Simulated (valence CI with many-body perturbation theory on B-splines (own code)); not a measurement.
# Zr35+ in brief

Calculated by configuration interaction combined with many-body perturbation theory (CI+MBPT): three valence electrons over a frozen Dirac-Fock core [He], a basis of 11 s, 11 p, 10 d, 8 f, 5 g, 2 h functions for each j, with the one-electron correlation potential Σ1, the two-electron term Σ2, the three-electron term Σ3, Breit, model QED; selected CI, second order for the rest, scaled by the run's own slope (own B-spline code, finite nucleus).

The last digits are not significant, and no measured levels were compared; by estimate large intervals hold to a few tenths of a per cent, small ones and those within an open d or f shell to about a per cent.

Levels are named by their leading jj configuration (3d3/2^4 stands for four electrons in 3d with j = 3/2), which in mixed levels can hold well under half, so a name can repeat and another be missing.

Rates and lifetimes use the calculated energies. Strong lines usually hold to 10 to 20 %, long lifetimes can be off by a factor of two.

What is the ground level?

(2s^2 2p1/2) J=1/2, composition 99 % 2s2 2p 2P°, g = 0.653.

How well does LS coupling describe the low levels?

Among the lowest 20 levels the leading LS term, summed over configurations, holds 80 % on average. For single configurations the figures are 79 % in LS and 95 % in jj coupling. Terms mix most in the J = 3/2 level at 2800.0 × 10³ cm⁻¹, where the leading one holds 40 %.

Among levels below 31200 × 10³ cm⁻¹, which E1 lines absorb most strongly from the ground level?

to (2s^2 3d3/2) J=3/2 at 0.4502 nm, f = 0.718; to (2s 2p1/2 3p3/2) J=3/2 at 0.4407 nm, f = 0.217; to (2s 2p1/2 3p3/2) J=1/2 at 0.4416 nm, f = 0.135.

Where does the other parity begin?

At (2s 2p1/2^2) J=1/2, 828.54 × 10³ cm⁻¹.

What is the ionisation energy?

4745.5 eV; NIST lists 4744 ± 3 eV (semi-empirical).
